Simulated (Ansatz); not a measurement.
Gas-phase electronic energies from Ansatz, PBE0-D4/def2-TZVP geometries. CCSD(T)/CBS is the MP2 limit (def2-TZVPP, def2-QZVPP) plus CCSD(T) − MP2 in def2-TZVPP, frozen cores. This one scheme is used for every species. DFT in def2-TZVPP. def2 core potentials past Kr. For I outer-core shells are correlated without core-valence functions, which leaves a few kJ/mol of doubt a bond. Each species was taken in one conformer, which may not be the lowest.

`[CH3][Al]([F])[SiH2]F` + HI → `[CH3][Al]([F])[I]` + `F[SiH3]`  (cleavage of the Al–Si bond)

```json
{"level": "PBE0", "ΔE (kJ/mol)": "-154.8"}
{"level": "MP2/def2-TZVPP", "ΔE (kJ/mol)": "-179.9"}
```

Question: What does CCSD(T)/CBS give? (Best estimate.)

Answer: The calculation gave: -168.2 kJ/mol. The listed levels differ from it by 13.4, -11.7 kJ/mol.

Largest T1 diagnostic among the species: 0.012.

From PBE to PBE0 (25 % exact exchange), in def2-TZVPP and without D4, ΔE moves by −9.9 kJ/mol.
